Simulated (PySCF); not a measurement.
# Correlation energy of Se²⁺ (selenium, charge +2)

[Ar] 3d10 4s2 4p2, high-spin 3P determinant. Calculation: PySCF 2.14, in aug-cc-pVDZ-DK; scalar relativity by spin-free X2C-1e. Frozen: [Ar] 3d10; 4 electrons correlated.

MP2 pair energies summed by pair of shells (mhartree):

```tsv
pair	energy	share (%)
4s-4p	-26.70	60.7
4s-4s	-12.88	29.3
4p-4p	-4.40	10.0
```

Total MP2 correlation energy: -43.98 mhartree.

Same-spin part -6.99 and opposite-spin part -36.98 mhartree; SCS-MP2 scales them by 1/3 and 6/5 to -46.71 mhartree.

| level | correlation energy (mhartree) |
| --- | --- |
| CCSD | -60.44 |
| (T) | -0.60 |
| CCSD(T) | -61.04 |

Diagnostics: T1 = 0.0059, D1 = 0.0163, largest double amplitude 0.095.

Cost of the coupled-cluster step: 0.17 s of wall time on 1 thread of Neoverse-V1 (shared host), for 4 correlated electrons.

Iterations:

```
CC2 = 0
CCSD nocc = (np.int64(3), np.int64(1)), nmo = (22, 22)
frozen orbitals [[0, 1, 2, 3, 4, 5, 6, 7, 8, 9, 10, 11, 12, 13], [0, 1, 2, 3, 4, 5, 6, 7, 8, 9, 10, 11, 12, 13]]
max_cycle = 100
direct = 0
conv_tol = 1e-08
conv_tol_normt = 1e-06
diis_space = 8
diis_start_cycle = 0
Init t2, MP2 energy = -0.0439769229596107
Init E_corr(UCCSD) = -0.0439769229663274
cycle = 1  E_corr(UCCSD) = -0.0555146456706747  dE = -0.0115377227  norm(t1,t2) = 0.0422647
cycle = 2  E_corr(UCCSD) = -0.0587581675213885  dE = -0.00324352185  norm(t1,t2) = 0.0150057
cycle = 3  E_corr(UCCSD) = -0.0604575279579484  dE = -0.00169936044  norm(t1,t2) = 0.00626967
cycle = 4  E_corr(UCCSD) = -0.0604386235464192  dE = 1.89044115e-05  norm(t1,t2) = 0.000951202
cycle = 5  E_corr(UCCSD) = -0.0604466598348248  dE = -8.03628841e-06  norm(t1,t2) = 0.000117185
cycle = 6  E_corr(UCCSD) = -0.0604443100429041  dE = 2.34979192e-06  norm(t1,t2) = 1.57193e-05
cycle = 7  E_corr(UCCSD) = -0.0604451757835887  dE = -8.65740685e-07  norm(t1,t2) = 2.55568e-06
cycle = 8  E_corr(UCCSD) = -0.0604449451055189  dE = 2.3067807e-07  norm(t1,t2) = 6.89832e-07
cycle = 9  E_corr(UCCSD) = -0.0604449521216149  dE = -7.01609598e-09  norm(t1,t2) = 9.47266e-08
UCCSD converged
E(UCCSD) = -2426.942369221996  E_corr = -0.06044495212161485
UCCSD(T) correction = -0.000596983745983014
```
